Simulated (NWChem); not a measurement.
# CH$_{6}$AlFSi; SMILES [Al]([CH3])([SiH3])[F]

Computed with NWChem. All runs use the structure optimised with PBE0/def2-SVP. Total energies compare along this basis series because the functional is fixed.

```csv
level,basis functions,energy (Ha),highest occupied level (eV),orbital gap (eV),dipole (D),relative time
PBE/def2-SVP,94,-672.8245,-6.42,4.34,1.66,1
PBE/def2-SVPD,139,-672.8420,-6.53,4.29,1.85,3
PBE/def2-TZVP,172,-673.1862,-6.47,4.25,1.74,3
PBE/def2-TZVPP,230,-673.1881,-6.48,4.26,1.75,6
```

Times are rough ratios from one shared machine.
